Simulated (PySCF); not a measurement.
CH5GaN, charge +1, singlet, geometry from GFN2-xTB (such geometries of metal compounds can be far from the true shape); DF-B3LYP/6-311G** run with PySCF.

Input for PySCF:
```python
from pyscf import gto, scf, dft

mol = gto.Mole()
mol.atom = '''
    Ga   -0.02078167   -0.04139309    0.01871991
    C    -0.32965711    1.59034736   -1.18372534
    H    -1.18371196    2.14260301   -0.78054048
    H    -0.53325475    1.22375778   -2.19427313
    H     0.58532729    2.19041600   -1.15293618
    N     0.45638313   -1.42157676    1.12474740
    H     0.54897475   -2.36245116    0.73536416
    H     0.01015732   -1.50218645    2.04118885
'''
mol.basis = '6-311g**'
mol.charge = 1
mol.verbose = 4
mol.build()

mf = dft.RKS(mol)
mf.xc = 'b3lyp'
mf = mf.density_fit(auxbasis='def2-universal-jkfit')
mf.kernel()
mf.analyze()
```

It wrote (shortened):

```
PySCF version 2.14.0

[INPUT] verbose = 4
[INPUT] num. atoms = 8
[INPUT] num. electrons = 48
[INPUT] charge = 1
[INPUT] spin (= nelec alpha-beta = 2S) = 0
[INPUT] symmetry False subgroup None
[INPUT] Mole.unit = angstrom
[INPUT] Symbol           X                Y                Z      unit          X                Y                Z       unit  Magmom
[INPUT]  1 Ga    -0.020781670000  -0.041393090000   0.018719910000 AA   -0.039271664711  -0.078221603549   0.035375502977 Bohr   0.0
[INPUT]  2 C     -0.329657110000   1.590347360000  -1.183725340000 AA   -0.622961652916   3.005320953325  -2.236916699308 Bohr   0.0
[INPUT]  3 H     -1.183711960000   2.142603010000  -0.780540480000 AA   -2.236891414772   4.048932882569  -1.475007736337 Bohr   0.0
[INPUT]  4 H     -0.533254750000   1.223757780000  -2.194273130000 AA   -1.007705432123   2.312567047006  -4.146575258192 Bohr   0.0
[INPUT]  5 H      0.585327290000   2.190416000000  -1.152936180000 AA    1.106108271334   4.139286338865  -2.178733619302 Bohr   0.0
[INPUT]  6 N      0.456383130000  -1.421576760000   1.124747400000 AA    0.862439123572  -2.686390741447   2.125464545317 Bohr   0.0
[INPUT]  7 H      0.548974750000  -2.362451160000   0.735364160000 AA    1.037411926802  -4.464385675061   1.389636864221 Bohr   0.0
[INPUT]  8 H      0.010157320000  -1.502186450000   2.041188850000 AA    0.019194552960  -2.838720978533   3.857287895016 Bohr   0.0

nuclear repulsion = 170.297941275163
number of shells = 54
number of NR pGTOs = 186
number of NR cGTOs = 110
basis = 6-311g**
ecp = {}

******** <class 'pyscf.df.df_jk.DFRKS'> ********
method = DFRKS
initial guess = minao
damping factor = 0
level_shift factor = 0
DIIS = <class 'pyscf.scf.diis.CDIIS'>
diis_start_cycle = 1
diis_space = 8
diis_damp = 0
SCF conv_tol = 1e-09
SCF conv_tol_grad = None
SCF max_cycles = 50
direct_scf = False
XC library pyscf.dft.libxc version 7.1.2
    S. Lehtola, C. Steigemann, M. J. T. Oliveira, and M. A. L. Marques,  SoftwareX 7, 1–5 (2018)
XC functionals = b3lyp
    P. J. Stephens, F. J. Devlin, C. F. Chabalowski, and M. J. Frisch,  J. Phys. Chem. 98, 11623 (1994)
radial grids:
    Treutler-Ahlrichs [JCP 102, 346 (1995); DOI:10.1063/1.469408] (M4) radial grids

becke partition: Becke, JCP 88, 2547 (1988); DOI:10.1063/1.454033
pruning grids: <function nwchem_prune>
grids dens level: 3
symmetrized grids: False
atomic radii adjust function: <function treutler_atomic_radii_adjust>
small_rho_cutoff = 0
Set gradient conv threshold to 3.16228e-05
Initial guess from minao.
tot grids = 97968
******** <class 'pyscf.df.df.DF'> ********
auxbasis = def2-universal-jkfit
init E= -2019.08992107677
  HOMO = -0.317987546235346  LUMO = -0.104846170922773  gap/eV = 5.79987
cycle= 1 E= -2020.35285387135  delta_E= -1.26  |g|= 1.71  |ddm|= 2.14
  HOMO = -0.415891381661718  LUMO = -0.317406650361471  gap/eV = 2.67991
cycle= 2 E= -2019.94402923026  delta_E= 0.409  |g|= 2.08  |ddm|= 1.76
  HOMO = -0.540294228863561  LUMO = -0.272677475047298  gap/eV = 7.28222
cycle= 3 E= -2020.44010179833  delta_E= -0.496  |g|= 0.61  |ddm|= 1.41
  HOMO = -0.447016127814364  LUMO = -0.2629240971537  gap/eV = 5.00940
cycle= 4 E= -2020.49437692751  delta_E= -0.0543  |g|= 0.307  |ddm|= 0.456
  HOMO = -0.482150668661912  LUMO = -0.266570346018231  gap/eV = 5.86624
cycle= 5 E= -2020.51238175679  delta_E= -0.018  |g|= 0.0462  |ddm|= 0.196
  HOMO = -0.477160563946982  LUMO = -0.268145272384824  gap/eV = 5.68760
cycle= 6 E= -2020.51291283817  delta_E= -0.000531  |g|= 0.0127  |ddm|= 0.0429
  HOMO = -0.477131551909173  LUMO = -0.266745430341445  gap/eV = 5.72490
cycle= 7 E= -2020.51295344767  delta_E= -4.06e-05  |g|= 0.00347  |ddm|= 0.00932
  HOMO = -0.477577044751353  LUMO = -0.26669163152078  gap/eV = 5.73848
cycle= 8 E= -2020.51295660655  delta_E= -3.16e-06  |g|= 0.000547  |ddm|= 0.00335
  HOMO = -0.477642730967189  LUMO = -0.266749766287532  gap/eV = 5.73869
cycle= 9 E= -2020.51295668418  delta_E= -7.76e-08  |g|= 0.000118  |ddm|= 0.000739
  HOMO = -0.477623093049421  LUMO = -0.266743917161704  gap/eV = 5.73831
cycle= 10 E= -2020.512956688  delta_E= -3.82e-09  |g|= 1.85e-05  |ddm|= 0.000106
  HOMO = -0.477621410535094  LUMO = -0.266744064157859  gap/eV = 5.73826
cycle= 11 E= -2020.51295668809  delta_E= -9.14e-11  |g|= 1.77e-06  |ddm|= 2.13e-05
  HOMO = -0.477621001786329  LUMO = -0.266744085258685  gap/eV = 5.73825
Extra cycle  E= -2020.51295668809  delta_E=    0  |g|= 1.92e-06  |ddm|= 2.91e-06
converged SCF energy = -2020.51295668809
**** SCF Summaries ****
Total Energy =                       -2020.512956688088252
Nuclear Repulsion Energy =             170.297941275163339
One-electron Energy =                -3140.016329239193965
Two-electron Energy =                  949.205431275942374
Two-electron Coulomb Energy =         1038.246116320203328
DFT Exchange-Correlation Energy =      -89.040685044260982
HOMO-LUMO gap [eV] =                     5.738253178341031
**** MO energy ****
MO #1   energy= -372.801028522512  occ= 2
MO #2   energy= -46.1749946813212  occ= 2
MO #3   energy= -40.9291834467946  occ= 2
MO #4   energy= -40.9282005653887  occ= 2
MO #5   energy= -40.9240223371202  occ= 2
MO #6   energy= -14.5171534108343  occ= 2
MO #7   energy= -10.3974665562296  occ= 2
MO #8   energy= -5.75416572352617  occ= 2
MO #9   energy= -4.042590588625    occ= 2
MO #10  energy= -4.03964886258207  occ= 2
MO #11  energy= -4.02922972110232  occ= 2
MO #12  energy= -1.10215201705593  occ= 2
MO #13  energy= -1.09072206632403  occ= 2
MO #14  energy= -1.09063588992459  occ= 2
MO #15  energy= -1.08370215725173  occ= 2
MO #16  energy= -1.08113868040358  occ= 2
MO #17  energy= -1.02486370650476  occ= 2
MO #18  energy= -0.8983418946868   occ= 2
MO #19  energy= -0.67921180016261  occ= 2
MO #20  energy= -0.661831729521164 occ= 2
MO #21  energy= -0.617807921461729 occ= 2
MO #22  energy= -0.6175880198412   occ= 2
MO #23  energy= -0.550720360376327 occ= 2
MO #24  energy= -0.477621001786329 occ= 2
MO #25  energy= -0.266744085258685 occ= 0
MO #26  energy= -0.262523643960863 occ= 0
MO #27  energy= -0.23637695788974  occ= 0
MO #28  energy= -0.130347493901761 occ= 0
MO #29  energy= -0.0950902516398024 occ= 0
MO #30  energy= -0.0861792954455056 occ= 0
MO #31  energy= -0.0726603366937391 occ= 0
MO #32  energy= -0.0523007044222001 occ= 0
 ** Mulliken pop on meta-lowdin orthogonal AOs  **
 ** Mulliken pop  **
 ** Mulliken atomic charges  **
charge of    0Ga =      0.87689
charge of    1C =     -0.41350
charge of    2H =      0.17806
charge of    3H =      0.17819
charge of    4H =      0.17688
charge of    5N =     -0.54389
charge of    6H =      0.27369
charge of    7H =      0.27368

WARN: System has nonzero charge 1; the dipole moment is origin-dependent.
Location of origin: [0. 0. 0.]

Dipole moment(X, Y, Z, Debye): -0.89818, -0.00121, -0.36944
```
